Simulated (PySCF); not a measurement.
Compound: LaMe3, C₃H₉La.
SMILES: `[CH3][La]([CH3])[CH3]`

Computed, not measured: PBE0-D3(BJ)/def2-SVP geometry optimisation, gas phase, def2 core potentials past Kr in PySCF.

Take the most abundant isotopes and a rigid rotor. 

Question: Give the principal moments of inertia and the rotational constants in cm⁻¹.

Answer: Ia = 168.48, Ib = 169.21, Ic = 258.60 u·Å²; 505379 MHz·u·Å²/I gives 3000, 2987 and 1954 MHz, that is A = 0.10006, B = 0.09963, C = 0.06519 cm⁻¹.

Question: Classify the top.

Answer: An oblate symmetric top, as the point group C3 requires two equal moments; the computed ones differ by 0.43 % because the geometry is symmetric only within the optimiser's tolerance: κ = (2 × 2987 − 3000 − 1954)/(3000 − 1954) = 0.98.

Question: What does the inertial defect say?

Answer: Not planar: Δ = Ic − Ia − Ib = -79.08 u·Å². For a rigid frame Δ = −2 Σ m c², so Σ m c² = 39.54 u·Å² lies off the ab plane: 11.43 from hydrogen and 28.11 from heavier atoms. The atom farthest from that plane is 1.48 Å away.

Question: Give the other two planar moments, Paa and Pbb, and the rms extents of the mass along the axes.

Answer: Paa = Σ m a² = (Ib + Ic − Ia)/2 = 129.67 and Pbb = Σ m b² = (Ia + Ic − Ib)/2 = 128.94 u·Å². With the mass M = 183.98 u, the rms extents √(P/M) along a, b and c are 0.84, 0.84, 0.46 Å.

Question: Where do the R-branch lines fall?

Answer: The dipole of 4.83 D lies along the symmetry axis, so ΔK = 0 and J+1 ← J falls at 2B(J+1) for every K: 5.99 GHz, 11.97 GHz, 17.96 GHz, 23.95 GHz, 29.93 GHz for J = 0 to 4.

Question: Estimate the classical rotational partition function at 25 K, 200 K and 298.15 K.

Answer: Point group C3, symmetry number σ = 3; q = (√π/σ)·√((kT/h)³/(ABC)), k/h = 20836.6 MHz/K: 1680 at 25 K, 38000 at 200 K, 69100 at 298.15 K.

Atoms past krypton carry def2 core potentials. No PBE0-D3(BJ)/def2-SVP frequencies stand behind this structure, so it isn't proved a minimum. Constants of a rigid frame at the computed geometry: no zero-point averaging, no centrifugal distortion.
